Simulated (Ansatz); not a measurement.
`[F][GeH2][SiH3]` + NH₃ → `[NH2][GeH2][F]` + SiH₄ at 298.15 K and 1 bar (cleavage of the Ge–Si bond).

Gas-phase electronic energies from Ansatz, PBE0-D4/def2-TZVP geometries. CCSD(T)/CBS adds triple-zeta CCSD(T) − MP2 to the extrapolated MP2 energy (def2 sets, frozen cores). This one scheme is used for every species. For Ge outer-core shells are correlated without core-valence functions, which leaves a few kJ/mol of doubt a bond. Scalar relativity is left out up to krypton. One conformer a species, not always the lowest.

```csv
species,CCSD(T)/CBS energy (Eh),H − E (kJ/mol),S (J/(mol·K))
`[F][GeH2][SiH3]`,-2468.01111,130.1,325.9
NH₃,-56.50880,100.5,192.4
`[NH2][GeH2][F]`,-2233.06137,131.2,294.8
SiH₄,-291.46306,92.1,204.8
```

H − E and S are ideal-gas, rigid-rotor, harmonic terms from PBE0-D4/def2-TZVP, for one conformer and one mirror image of each species. 1 Eh = 2625.50 kJ/mol, R = 8.31446 J/(mol·K).

Task: By hand: ΔE, ΔH, ΔS and ΔG.

Result: ΔE = (-2233.06137) + (-291.46306) − (-2468.01111) − (-56.50880) = -0.00452 Eh = -11.9 kJ/mol. Δ(H − E) = 131.2 + 92.1 − 130.1 − 100.5 = -7.3, so ΔH = -19.2 kJ/mol. ΔS = 294.8 + 204.8 − 325.9 − 192.4 = -18.7 J/(mol·K). ΔG = -19.2 − 298.15 × (-18.7)/1000 = -13.6 kJ/mol.

Task: By hand: the equilibrium constant, and the temperature at which ΔG would vanish if ΔH and ΔS stayed fixed.

Result: log₁₀ K = −ΔG/(RT ln 10) = 2.4. ΔG = 0 at ΔH/ΔS = 1027 K, though so small a ΔS makes that figure unsure.

ΔH outweighs TΔS. A doubt of 5 kJ/mol in ΔE shifts log₁₀ K by 0.9 here. Other conformers and mirror images would add mixing entropy, several J/(mol·K) or more a flexible species. These are equilibria of isolated gas molecules and say nothing of rates. Largest T1 diagnostic: 0.012 (customary marks: 0.02 for closed shells, 0.045 for open ones).
